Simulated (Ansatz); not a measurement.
# Redistribution: C2H7BO3 + C3H9B → CH5BO3 + C4H11B

Species: C2H7BO3 (monoethyl borate) `CCOB(O)O`, singlet; C3H9B `BC(C)C`, singlet; CH5BO3 `COB(O)O`, singlet; C4H11B `BC(C)(C)C`, singlet. The partners trade CH3 for H; both sit on C, so the bond types are kept.

Shapes, held fixed at every level: PBE0-D4/def2-TZVP. Flexible molecules stand in one conformer, not always the lowest. Programs: Ansatz 0.2.0. The zero-point and thermal change to 298 K, harmonic and unscaled (PBE0-D4/def2-TZVP), is +0.8 kJ/mol.

Estimate ΔH(298 K) of this reaction.

The highest level, CCSD(T)/CBS estimate, gives ΔH(298 K) = -9.9 kJ/mol; the levels span -15.8 to +1.6. They disagree on the sign: 1 of 8 are positive. The column of differences is taken from that level and isn't an error. No measured value is set beside it here. The CBS estimate extrapolates MP2 from def2-TZVPP and def2-QZVPP and adds CCSD(T) − MP2 in the triple-zeta set, cores frozen.

```tsv
level	kind	ΔH(298 K) (kJ/mol)	less CCSD(T)/CBS estimate
HF/def2-SVP	Hartree–Fock	-1.2	+8.7
HF/def2-TZVPP	Hartree–Fock	+1.6	+11.5
r2SCAN0-D4/def2-TZVPP	global hybrid	-7.5	+2.4
wB97M-V/def2-TZVPP	range-separated hybrid	-7.9	+2.0
MP2/def2-SVP	perturbation theory	-15.8	-5.9
MP2/def2-TZVPP	perturbation theory	-15.1	-5.2
CCSD/def2-TZVPP	coupled cluster or CI	-9.2	+0.7
CCSD(T)/CBS estimate	coupled cluster or CI	-9.9	0.0
```
